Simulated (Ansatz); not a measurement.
Relaxation of CH$_{7}$NSi$_{2}$ (11 atoms, charge 0, multiplicity 1), to a largest force component of 0.02 eV/Å in at most 50 steps.

All numbers below come from RKS PBE0/cc-pVDZ (Ansatz).

```xyz
11
Properties=species:S:1:pos:R:3
N -1.325 0.815 -0.295
C 0.041 0.494 -0.073
Si 0.410 -0.681 1.286
Si 0.796 -1.004 -0.908
H -1.502 1.292 -1.238
H -1.706 1.556 0.378
H 0.753 1.342 -0.109
H 1.624 -0.179 2.112
H -0.763 -1.188 2.035
H -0.299 -1.758 -1.665
H 2.037 -0.745 -1.503
```

Task: Where does it end, and by what steps?

Result: The forces met the threshold. After 9 steps the energy has fallen by 0.469 eV; H11 moved furthest, 0.20 Å.

```json
{"step": "0", "energy less start (eV)": "0.0000", "largest force component (eV/Å)": "2.494", "accepted": "yes"}
{"step": "1", "energy less start (eV)": "-0.4033", "largest force component (eV/Å)": "0.998", "accepted": "yes"}
{"step": "2", "energy less start (eV)": "-0.4625", "largest force component (eV/Å)": "0.133", "accepted": "yes"}
{"step": "3", "energy less start (eV)": "-0.4648", "largest force component (eV/Å)": "0.062", "accepted": "yes"}
{"step": "4", "energy less start (eV)": "-0.4658", "largest force component (eV/Å)": "0.050", "accepted": "yes"}
{"step": "5", "energy less start (eV)": "-0.4668", "largest force component (eV/Å)": "0.038", "accepted": "yes"}
{"step": "6", "energy less start (eV)": "-0.4680", "largest force component (eV/Å)": "0.074", "accepted": "yes"}
{"step": "7", "energy less start (eV)": "-0.4686", "largest force component (eV/Å)": "0.057", "accepted": "yes"}
{"step": "8", "energy less start (eV)": "-0.4689", "largest force component (eV/Å)": "0.077", "accepted": "yes"}
{"step": "9", "energy less start (eV)": "-0.4691", "largest force component (eV/Å)": "0.019", "accepted": "yes"}
```

```xyz
11
Properties=species:S:1:pos:R:3
N -1.360 0.814 -0.299
C 0.066 0.641 -0.092
Si 0.446 -0.632 1.312
Si 0.727 -0.981 -0.910
H -1.543 1.213 -1.220
H -1.745 1.467 0.384
H 0.729 1.524 -0.147
H 1.643 -0.356 2.164
H -0.744 -1.108 2.076
H -0.258 -1.710 -1.760
H 2.105 -0.928 -1.486
```

Run time: 21 s on 2 threads of Intel(R) Xeon(R) Platinum 8488C (Sapphire Rapids), on a shared host, peak memory 0.23 GiB.
